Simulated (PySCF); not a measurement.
**Pd: ionisation energy**

Pd [Kr] 4d10 (1S) → Pd⁺ [Kr] 4d9 (2D), as a difference of total energies. Computed with PySCF 2.14 in x2c-TZVPPall, with scalar relativity by spin-free X2C-1e. Correlated levels: valence: [Kr] frozen; valence and next inner shell: [Ar] 3d10 frozen. The calculations carry no spin-orbit coupling.

```json
{"method": "UHF", "ionisation energy (eV)": "6.267", "plus first-order spin-orbit estimate": "6.093", "error of that sum (eV)": "-2.244"}
{"method": "LDA", "ionisation energy (eV)": "9.306", "plus first-order spin-orbit estimate": "9.132", "error of that sum (eV)": "+0.795"}
{"method": "PBE", "ionisation energy (eV)": "8.864", "plus first-order spin-orbit estimate": "8.690", "error of that sum (eV)": "+0.353"}
{"method": "PBE0", "ionisation energy (eV)": "8.448", "plus first-order spin-orbit estimate": "8.274", "error of that sum (eV)": "-0.063"}
{"method": "r2SCAN", "ionisation energy (eV)": "8.505", "plus first-order spin-orbit estimate": "8.331", "error of that sum (eV)": "-0.006"}
{"method": "wB97M-V", "ionisation energy (eV)": "8.437", "plus first-order spin-orbit estimate": "8.263", "error of that sum (eV)": "-0.074"}
{"method": "r2SCAN0", "ionisation energy (eV)": "8.240", "plus first-order spin-orbit estimate": "8.066", "error of that sum (eV)": "-0.271"}
{"method": "B97-3", "ionisation energy (eV)": "8.438", "plus first-order spin-orbit estimate": "8.264", "error of that sum (eV)": "-0.073"}
{"method": "wB97X-V", "ionisation energy (eV)": "8.347", "plus first-order spin-orbit estimate": "8.173", "error of that sum (eV)": "-0.164"}
{"method": "MP2 (valence)", "ionisation energy (eV)": "8.528", "plus first-order spin-orbit estimate": "8.354", "error of that sum (eV)": "+0.017"}
{"method": "SCS-MP2 (valence)", "ionisation energy (eV)": "8.289", "plus first-order spin-orbit estimate": "8.115", "error of that sum (eV)": "-0.222"}
{"method": "MP2 (valence and next inner shell)", "ionisation energy (eV)": "8.738", "plus first-order spin-orbit estimate": "8.564", "error of that sum (eV)": "+0.227"}
{"method": "SCS-MP2 (valence and next inner shell)", "ionisation energy (eV)": "8.403", "plus first-order spin-orbit estimate": "8.229", "error of that sum (eV)": "-0.108"}
```

Reference: 8.337 eV (measured; NIST Atomic Spectra Database, ionization energies).

A first-order spin-orbit estimate (lowest level to lowest level, LS coupling) adds -0.174 eV.

Errors of the correlated levels include the incompleteness of this basis and the frozen core.
